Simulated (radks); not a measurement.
Results of a calculation; reference values are marked as such.
Task: Radial electron density D(r) = 4 pi r^2 rho(r) of an atom or ion with 65 electrons. Code: a radial shooting solver on a logarithmic mesh with Libxc functionals. Model: scalar-relativistic Kohn-Sham, LDA (Slater exchange, VWN5 correlation), spin-unpolarised, spherical densities, finite nucleus; Fermi nuclear charge, rms radius of each element as measured or else 0.836 A^(1/3) + 0.57 fm.

```
   r/bohr * D(r) (the largest magnitude, 115, reaches the edge; | marks zero)
 0.003279 |            *
 0.003848 |               *
 0.004516 |                  *
 0.005342 |                      *
 0.006268 |                          *
 0.007356 |                              *
 0.008633 |                                  *
  0.01013 |                                     *
  0.01189 |                                       *
  0.01395 |                                        *
  0.01637 |                                        *
  0.01937 |                                       *
  0.02273 |                                     *
  0.02667 |                                    *
   0.0313 |                                    *
  0.03673 |                                       *
   0.0431 |                                           *
  0.05058 |                                                 *
  0.05936 |                                                     *
  0.07021 |                                                      *
   0.0824 |                                                   *
  0.09669 |                                             *
   0.1135 |                                         *
   0.1332 |                                         *
   0.1563 |                                             *
   0.1834 |                                                *
   0.2152 |                                             *
   0.2546 |                                   *
   0.2987 |                         *
   0.3506 |                    *
   0.4114 |                     *
   0.4828 |                        *
   0.5665 |                       *
   0.6648 |                  *
   0.7802 |            *
   0.9229 |        *
    1.083 |      *
    1.271 |    *
    1.492 |   *
     1.75 |  *
    2.054 | *
     2.41 |*
    2.829 |*
    3.346 *
    3.927 *
    4.608 *
    5.407 *
    6.346 *
    7.447 *
    8.739 *
    10.26 *
    12.13 *
```

What is the nuclear charge?

Result: Z = 65. The innermost maximum, from 1s, lies near gamma/Z bohr with gamma = sqrt(1 - (Z/c)^2) = 0.880, here 0.0135 bohr (found: 0.0149), and its height grows with Z. The density is that of neutral terbium in [Xe] 4f9 6s2; the configuration itself is not fixed sharply by these data, and Z only to a few units. D(r) has 4 maxima, at r = 0.0149, 0.0664, 0.185, 0.507 bohr, and minima at 0.0284, 0.121, 0.362 bohr, inside which lie 1.93, 11.11, 29.39 electrons.
